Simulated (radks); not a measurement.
The numbers below are computed, except where a source is named.
Pd2+, 44 electrons, occupied as [Kr] 4d8 (the NIST ground configuration).

Code: a radial shooting solver on a logarithmic mesh with Libxc functionals. Model: scalar-relativistic Kohn-Sham, RPBE, spin-polarised, spherical densities, point nucleus; open shells are filled with parallel spins first (spin-orbit coupling, left out, can overturn this in heavy ions).

Energy parts (eV):
part                       energy
total                 -137285.039
kinetic                142404.076
electron-nucleus      -330648.273
Hartree                 54863.020
exchange-correlation    -3903.863

Orbitals (lengths in bohr, moments of r in powers of bohr):
orbital,occ.,eigenvalue (eV),<r>,<r^2>
1s down,1,-24193.09,0.03185,0.001371
1s up,1,-24193.09,0.03185,0.001371
2s up,1,-3554.105,0.1383,0.02256
2s down,1,-3553.753,0.1383,0.02256
2p up,3,-3188.529,0.1206,0.01777
2p down,3,-3188.266,0.1206,0.01777
3s up,1,-661.6413,0.3792,0.1645
3s down,1,-661.4802,0.3792,0.1645
3p up,3,-541.5285,0.3786,0.1665
3p down,3,-541.3396,0.3786,0.1665
3d up,5,-350.9983,0.3576,0.1526
3d down,5,-350.6870,0.3575,0.1525
4s up,1,-111.0705,0.9434,1.008
4s down,1,-109.6141,0.9422,1.005
4p up,3,-76.7175,1.034,1.223
4p down,3,-75.1997,1.033,1.222
4d up,5,-27.9214,1.367,2.232
4d down,3,-26.4329,1.379,2.284

The highest occupied level is 4d down at -26.433 eV. For comparison, the ionisation energy in NIST's Atomic Spectra Database is 32.930 eV (semi-empirical). In exact Kohn-Sham theory the highest level is minus the ionisation energy, but local and semilocal functionals leave it too shallow, through self-interaction and a potential that decays too fast; potentials with the right tail come closer. Summed over all electrons, <r^2> = 30.37 bohr^2, which gives a Langevin (diamagnetic) susceptibility term of -24.1 x 10^-6 cm^3/mol.
